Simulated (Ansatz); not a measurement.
Total energies of C2H6F2Si, SMILES `CC(F)(F)[SiH3]`.

```xyz
11

C     0.835   -0.137   -1.167
C    -0.025    0.613   -0.191
F    -1.063    1.200   -0.877
F     0.709    1.650    0.337
Si   -0.766   -0.402    1.267
H     1.694   -0.572   -0.655
H     1.187    0.552   -1.937
H     0.260   -0.936   -1.638
H     0.353   -0.988    2.047
H    -1.576    0.506    2.112
H    -1.608   -1.486    0.702
```

Charge 0, multiplicity 1. All single points use the PBE0-D4/def2-TZVP geometry. Basis def2-TZVPP, Ansatz 0.2.0.

RPA on PBE orbitals: Hartree–Fock energy of these orbitals -567.09367 Eh, correlation -1.56886 Eh (frozen core).

| functional | energy without D4 (Eh) | D4 term (kJ/mol) |
| --- | --- | --- |
| BLYP | -569.05676 | -43.7 |
| B97M-V | -568.97485 | – |
| PBE0 | -568.71003 | -16.4 |
| B3LYP | -569.14957 | -31.4 |
| r2SCANh | -568.94807 | -5.1 |
| r2SCAN0 | -568.92562 | -5.6 |
| HSE06 (plane-wave form) | -568.69045 | -15.1 |
| CAM-B3LYP | -569.04065 | -16.4 |
| LC-ωPBE | -568.87754 | – |
| ωB97X-V | -568.98925 | – |

Give the same for LDA (SPW92), PBE, revPBE, r2SCAN, BHLYP, ωB97M-V, B2PLYP, PBE-QIDH. (Best estimate.)

Ansatz gave: 
```csv
functional,energy without D4 (Eh),D4 term (kJ/mol)
LDA (SPW92),-565.93693,–
PBE,-568.66904,-19.5
revPBE,-568.96469,-64.0
r2SCAN,-568.96394,-4.8
BHLYP,-568.99847,-22.7
ωB97M-V,-569.00479,–
B2PLYP,-568.81833,–
PBE-QIDH,-568.59025,–
```

B3LYP takes the VWN-RPA correlation (the form of Gaussian; ORCA's B3LYP/G). HSE06 is the plane-wave form, built on full-range PBE exchange. The double hybrids freeze the cores in their second-order part.

LC-ωPBE has ω = 0.4 bohr⁻¹.
